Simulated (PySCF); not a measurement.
## Computed properties of C₂H₉FOSi₂, SMILES OC[Si@H](F)C[SiH3]

C₂H₉FOSi₂, SMILES OC[Si@H](F)C[SiH3]. The structure is a stationary point at B3LYP-D3(BJ)/def2-SVP. The structure was generated by enumeration; whether it is a known compound was not checked. The values are those of a single conformer. All values are computed for the isolated molecule unless a solvent is named; none is compared with measurement here.

**Structure.** All 39 harmonic modes at B3LYP-D3(BJ)/def2-SVP (PySCF) are real, so it is a minimum. With heavy atoms numbered as in [OH:1][CH2:2][Si@H:3]([F:4])[CH2:5][SiH3:6], the shortest bond between them is O1–C2 at 1.423 Å and the longest C5–Si6 at 1.891 Å.

**Vibrations.** The strongest infrared lines (harmonic, unscaled, degenerate partners summed) lie at 856 cm⁻¹ (221 km/mol, H 73 %, C 14 %, Si 11 %), 946 cm⁻¹ (169 km/mol, H 90 %, Si 9 %), 898 cm⁻¹ (138 km/mol, H 47 %, Si 29 %, F 14 %, C 9 %). The softest mode is at 41 cm⁻¹ and the zero-point energy is 66.5 kcal/mol.

**Electronic structure.** r2SCAN/def2-TZVP (PySCF) places the frontier levels at -6.37 and -0.50 eV, a gap of 5.87 eV, and gives a dipole moment of 2.01 D and a mean polarisability of 79.9 bohr³. PBE/def2-TZVP (PySCF) at the same geometry gives -6.05 and -0.86 eV, so its gap is 0.68 eV narrower. An orbital gap is neither the optical nor the fundamental gap.

**Excitations.** TDA-PBE0/def2-SVPD (PySCF) has S1 at 6.32 eV (196 nm, f = 0.018, weak); the most intense of the 6 singlets computed lies at 6.32 eV (f = 0.02). T1 (TDA) is at 5.93 eV, 0.39 eV under S1. TDA-PBE/def2-SVPD (PySCF) puts S1 at 5.35 eV. No vertical singlet excitation falls in the visible range (under 3.1 eV).

**NMR.** GIAO shifts at PBE0/pcSseg-1 (PySCF) (non-relativistic, atoms alike by connectivity averaged): ¹³C from -5.2 to 57.3 ppm against TMS; ¹H from 0.5 to 5.3 ppm against TMS; ²⁹Si from -74.9 to 22.7 ppm against TMS; ¹⁹F at -214.5 ppm against CFCl3.

**Solvation.** SMD-PBE0/def2-SVP (PySCF) gives -3.3 kcal/mol in water, -3.4 kcal/mol in benzene, -3.3 kcal/mol in toluene (1 M in both phases, gas-phase geometry).
